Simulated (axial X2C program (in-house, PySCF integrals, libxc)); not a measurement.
Correcting the dissociation energy of MoBr for spin–orbit coupling

A spin-free PBE0 curve (one-electron X2C) was computed with an in-house relativistic program for diatomic molecules, basis Mo dyall-v3z [11s12p9d3f2g], Br dyall-v3z [8s9p6d1f] (cores contracted in-house), for the state M_S = 5/2, Λ = 0 (beyond evenly filled blocks: σα, π+α, π-α, δ+α, δ-α). It gives D0 = 3.300 eV to Mo + Br, which in a spin-free picture are the weighted means of the ground terms.

Measured levels of the ground terms (NIST Handbook of Basic Atomic Spectroscopic Data), in cm⁻¹: Mo 7S: J = 3 at 0; Br 2P: J = 3/2 at 0, J = 1/2 at 3685.2.

The molecular state has Λ = 0, so it has no first-order lowering.

(1) How far does each ground level lie under the (2J+1)-weighted mean of its term?

(2) Correct D0.

Second-order spin–orbit effects in the molecule, which grow quickly with Z, are left out. The state is a single determinant with fixed occupations, the lowest that a limited PBE0 search found. Dissociation energies refer to the lowest single-determinant-based atoms at the same level and basis.

Results:

(1) Mo: a single level, 0; Br: (4 × 0 + 2 × 3685.2)/6 = 1228 cm⁻¹.

(2) D0 = 3.300 + (0 − 1228)/8065.5 = 3.148 eV at PBE0 with these spin–orbit terms. The direct two-component run gives 3.194 eV; the difference holds second-order terms in the molecule, scalar two-electron terms, the gap between measured and computed atomic splittings (a 2c atom can miss part of its lowering) and, in coupled cluster, the truncation of each run.
